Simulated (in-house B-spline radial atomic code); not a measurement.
Radial electron density of the arsenic ion As⁶⁺, [Ne] 3s2 3p5 3d9 4s1. Computed with an all-electron radial atomic-structure program (B-spline basis): Dirac-Hartree-Fock, average of configuration, Fermi nucleus of rms radius 4.0968 fm.

Columns: r (bohr), 4πr²n(r) (electrons per bohr), bar.

```
 0.00193    1.219 #
 0.00234    1.725 ##
 0.00284    2.431 ##
 0.00345    3.406 ###
 0.00418    4.712 ####
 0.00507    6.463 ######
 0.00615    8.757 ########
 0.00746    11.69 ###########
 0.00905    15.32 ##############
   0.011    19.68 ##################
  0.0133    24.47 #######################
  0.0161    29.54 ############################
  0.0196    34.49 ################################
  0.0238     38.4 ####################################
  0.0288    40.56 ######################################
   0.035    40.57 ######################################
  0.0424     38.5 ####################################
  0.0514    35.38 #################################
  0.0624    33.03 ###############################
  0.0757     33.4 ###############################
  0.0918    37.24 ###################################
   0.111    42.96 ########################################
   0.135    47.21 ############################################
   0.164    46.12 ###########################################
   0.199    39.17 #####################################
   0.241    30.24 ############################
   0.292    24.76 #######################
   0.355    25.24 ########################
    0.43     28.5 ###########################
   0.522    28.94 ###########################
   0.633       24 ######################
   0.768    15.87 ###############
   0.931    8.545 ########
    1.13    4.015 ####
    1.37    1.928 ##
    1.66   0.9848 #
    2.02   0.4336 
    2.44   0.1404 
    2.97  0.02628 
     3.6 0.002755 
    4.36 0.0001406 
    5.29 2.865e-06
```

On this grid the curve has 3 maxima, near 0.035, 0.135, 0.522 bohr.

The 3d5/2 radial function P(r) = rR(r), positive near the nucleus, with its small component Q(r) (sign convention: Q ≈ (P' + κP/r)/2c):

```json
{"r (bohr)": "0.0161", "P": "0.00195", "Q": "-7.561e-05"}
{"r (bohr)": "0.0238", "P": "0.00579", "Q": "-0.0002207"}
{"r (bohr)": "0.035", "P": "0.01635", "Q": "-0.0006094"}
{"r (bohr)": "0.0514", "P": "0.04378", "Q": "-0.001584"}
{"r (bohr)": "0.0757", "P": "0.1101", "Q": "-0.003834"}
{"r (bohr)": "0.111", "P": "0.2496", "Q": "-0.008255"}
{"r (bohr)": "0.164", "P": "0.5052", "Q": "-0.01559"}
{"r (bohr)": "0.241", "P": "0.8585", "Q": "-0.02431"}
{"r (bohr)": "0.355", "P": "1.185", "Q": "-0.03026"}
{"r (bohr)": "0.522", "P": "1.255", "Q": "-0.02837"}
{"r (bohr)": "0.768", "P": "0.9685", "Q": "-0.01906"}
{"r (bohr)": "1.13", "P": "0.5003", "Q": "-0.008636"}
{"r (bohr)": "1.66", "P": "0.1485", "Q": "-0.002313"}
{"r (bohr)": "2.44", "P": "0.01932", "Q": "-0.0002797"}
```
